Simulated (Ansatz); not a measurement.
Steps of a relaxation of `CC[SiH]Cl` radical with UKS PBE0-D4/def2-TZVP.

```sh
$ ansatz run in.yaml --threads 4 --pin off --events-out ev --progress --plain --max-ram 10444MiB
```

```yaml
crystal:
  periodic: [false, false, false]
  atoms:
    - {symbol: C, position_ang: [-1.089858, 0.569158, 0.447850]}
    - {symbol: C, position_ang: [0.378708, 0.134899, 0.488541]}
    - {symbol: Si, position_ang: [1.140008, -0.295355, -1.198424]}
    - {symbol: Cl, position_ang: [0.001367, -1.830695, -2.067880]}
    - {symbol: H, position_ang: [-1.219938, 1.514254, -0.118210]}
    - {symbol: H, position_ang: [-1.492847, 0.732290, 1.468210]}
    - {symbol: H, position_ang: [-1.719286, -0.200162, -0.043692]}
    - {symbol: H, position_ang: [1.025276, 0.917116, 0.944869]}
    - {symbol: H, position_ang: [0.508076, -0.777174, 1.115678]}
    - {symbol: H, position_ang: [2.551595, -0.815432, -1.033943]}
basis:
  gaussian: {orbitals: def2-TZVP}
magnetization: {spin_polarized: true, initial_magnetization: 1}
hamiltonian: {xc: pbe0, dispersion: d4}
relax: {f_tol: 0.005, max_steps: 150}
```

Positions (Å) and forces (eV/Å) along the path, 8 of 8 steps:

```xyz
10
step=1 energy=-22563.9234 eV
C    -1.090    0.569    0.448   -0.275    0.078   -0.041
C     0.379    0.135    0.489    0.260   -0.083    0.157
Si    1.140   -0.295   -1.198   -0.167   -0.372    0.222
Cl    0.001   -1.831   -2.068    0.313    0.374    0.207
H    -1.220    1.514   -0.118    0.084   -0.461    0.270
H    -1.493    0.732    1.468    0.218   -0.083   -0.487
H    -1.719   -0.200   -0.044    0.306    0.371    0.252
H     1.025    0.917    0.945   -0.327   -0.354   -0.223
H     0.508   -0.777    1.116   -0.087    0.432   -0.296
H     2.552   -0.815   -1.034   -0.325    0.098   -0.063
10
step=2 energy=-22563.9631 eV
C    -1.084    0.566    0.445   -0.097    0.035   -0.005
C     0.376    0.131    0.489    0.139   -0.049   -0.013
Si    1.130   -0.292   -1.188   -0.055   -0.112    0.149
Cl    0.021   -1.813   -2.056    0.051    0.083    0.026
H    -1.209    1.497   -0.122    0.020   -0.132    0.075
H    -1.478    0.736    1.455    0.057   -0.020   -0.140
H    -1.711   -0.198   -0.032    0.086    0.108    0.073
H     1.013    0.907    0.940   -0.100   -0.104   -0.062
H     0.499   -0.771    1.111   -0.027    0.132   -0.088
H     2.525   -0.815   -1.039   -0.073    0.058   -0.015
10
step=3 energy=-22563.9670 eV
C    -1.081    0.565    0.444   -0.007    0.003    0.004
C     0.375    0.125    0.489    0.022   -0.042   -0.047
Si    1.124   -0.301   -1.179   -0.015    0.063    0.015
Cl    0.020   -1.807   -2.061    0.011   -0.014    0.003
H    -1.202    1.487   -0.129    0.000    0.013   -0.014
H    -1.470    0.746    1.449   -0.003    0.007    0.015
H    -1.710   -0.196   -0.022   -0.012   -0.012   -0.006
H     1.009    0.898    0.937    0.016    0.011    0.003
H     0.494   -0.770    1.112   -0.007   -0.010    0.027
H     2.525   -0.796   -1.038   -0.005   -0.018   -0.002
10
step=4 energy=-22563.9674 eV
C    -1.082    0.565    0.445   -0.007    0.004    0.005
C     0.375    0.122    0.489    0.006   -0.013   -0.012
Si    1.124   -0.295   -1.179   -0.003    0.002    0.012
Cl    0.026   -1.807   -2.060   -0.005   -0.010   -0.011
H    -1.201    1.484   -0.133   -0.001    0.007   -0.007
H    -1.468    0.751    1.449   -0.001    0.005    0.007
H    -1.713   -0.197   -0.017   -0.004   -0.006   -0.002
H     1.009    0.895    0.937    0.007    0.010    0.008
H     0.491   -0.773    1.112   -0.001   -0.004    0.005
H     2.522   -0.797   -1.039    0.008    0.005   -0.003
10
step=5 energy=-22563.9675 eV
C    -1.082    0.566    0.445   -0.004    0.002    0.000
C     0.374    0.121    0.489    0.000   -0.005    0.002
Si    1.123   -0.295   -1.179   -0.002   -0.005    0.000
Cl    0.029   -1.808   -2.064    0.000   -0.001   -0.003
H    -1.201    1.483   -0.136    0.000    0.001   -0.002
H    -1.466    0.757    1.450    0.001    0.003    0.001
H    -1.715   -0.198   -0.012    0.000   -0.001    0.000
H     1.009    0.892    0.938    0.003    0.002    0.002
H     0.489   -0.775    1.113   -0.001   -0.001    0.000
H     2.522   -0.794   -1.041    0.004    0.005   -0.001
10
step=6 energy=-22563.9676 eV
C    -1.082    0.567    0.446    0.000    0.001    0.003
C     0.373    0.117    0.490    0.001   -0.001   -0.005
Si    1.121   -0.295   -1.179    0.000   -0.003   -0.001
Cl    0.034   -1.812   -2.067    0.002    0.002    0.003
H    -1.200    1.481   -0.141    0.002   -0.001    0.000
H    -1.464    0.765    1.450   -0.002    0.002    0.002
H    -1.718   -0.197   -0.006   -0.001   -0.001   -0.001
H     1.011    0.887    0.940   -0.001    0.002    0.001
H     0.485   -0.779    1.114   -0.001   -0.002   -0.002
H     2.524   -0.786   -1.043    0.000    0.001   -0.001
10
step=7 energy=-22563.9676 eV
C    -1.082    0.568    0.446    0.001   -0.001    0.000
C     0.372    0.116    0.490    0.002    0.004    0.001
Si    1.121   -0.295   -1.179   -0.002   -0.001   -0.001
Cl    0.036   -1.814   -2.066    0.001    0.000    0.001
H    -1.199    1.481   -0.143    0.001    0.000    0.000
H    -1.463    0.769    1.450    0.000    0.000    0.000
H    -1.720   -0.197   -0.004    0.000    0.001    0.000
H     1.011    0.884    0.941   -0.002    0.000    0.001
H     0.483   -0.781    1.113    0.000   -0.002   -0.001
H     2.525   -0.781   -1.045   -0.001    0.000    0.000
10
step=8 energy=-22563.9676 eV
C    -1.082    0.568    0.446    0.001   -0.001    0.000
C     0.372    0.115    0.490    0.000    0.002    0.000
Si    1.120   -0.295   -1.180    0.001    0.001    0.000
Cl    0.038   -1.817   -2.065   -0.001   -0.001    0.001
H    -1.198    1.481   -0.142    0.000    0.001    0.000
H    -1.463    0.770    1.450    0.000    0.000    0.000
H    -1.720   -0.195   -0.003   -0.001    0.000    0.000
H     1.011    0.883    0.941    0.000   -0.001    0.000
H     0.482   -0.782    1.111    0.000   -0.001    0.000
H     2.525   -0.779   -1.046    0.000    0.000    0.000
```

It took 34 s on 4 threads of an Arm Neoverse V2 on a shared host, with 0.5 GiB of host memory at the peak.
